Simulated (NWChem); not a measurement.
Molecule: C3H3FO; SMILES C1(F)=COC1

```xyz
8

F     -0.0004    -1.8567     0.0000
C      0.0526    -0.5264     0.0000
C      0.9976     0.4155     0.0000
O      0.1141     1.5122     0.0000
C     -1.0013     0.5498     0.0000
H      2.0710     0.5459     0.0000
H     -1.6092     0.6641     0.9018
H     -1.6092     0.6641    -0.9018
```
Atoms are numbered in this order, from 1.

Level: B3LYP/6-31G* (spherical d) (NWChem), optimised geometry, unscaled harmonic frequencies. 

### Question
List the harmonic frequencies with IR intensities, and the thermochemistry.

### Answer
```json
[
 {"frequency (cm⁻¹)": "327", "IR intensity (km/mol)": "0.0"},
 {"frequency (cm⁻¹)": "403", "IR intensity (km/mol)": "8.0"},
 {"frequency (cm⁻¹)": "413", "IR intensity (km/mol)": "27.8"},
 {"frequency (cm⁻¹)": "693", "IR intensity (km/mol)": "17.4"},
 {"frequency (cm⁻¹)": "819", "IR intensity (km/mol)": "20.9"},
 {"frequency (cm⁻¹)": "894", "IR intensity (km/mol)": "30.0"},
 {"frequency (cm⁻¹)": "982", "IR intensity (km/mol)": "71.6"},
 {"frequency (cm⁻¹)": "1025", "IR intensity (km/mol)": "6.3"},
 {"frequency (cm⁻¹)": "1042", "IR intensity (km/mol)": "3.1"},
 {"frequency (cm⁻¹)": "1110", "IR intensity (km/mol)": "3.1"},
 {"frequency (cm⁻¹)": "1217", "IR intensity (km/mol)": "1.7"},
 {"frequency (cm⁻¹)": "1314", "IR intensity (km/mol)": "1.6"},
 {"frequency (cm⁻¹)": "1324", "IR intensity (km/mol)": "139.1"},
 {"frequency (cm⁻¹)": "1517", "IR intensity (km/mol)": "1.2"},
 {"frequency (cm⁻¹)": "1769", "IR intensity (km/mol)": "73.4"},
 {"frequency (cm⁻¹)": "3094", "IR intensity (km/mol)": "23.1"},
 {"frequency (cm⁻¹)": "3153", "IR intensity (km/mol)": "17.9"},
 {"frequency (cm⁻¹)": "3290", "IR intensity (km/mol)": "2.8"}
]
```

```yaml
zero_point_energy: 34.8 kcal/mol
thermal correction to the enthalpy at 298.15 K (with zero-point energy): 38.1 kcal/mol
heat capacity Cv: 14.4 cal/(mol K)
entropy at 298.15 K and 1 atm (symmetry number 1): 67.8 cal/(mol K)
dipole_moment: 0.48 D
```

Rigid rotor and harmonic oscillator.
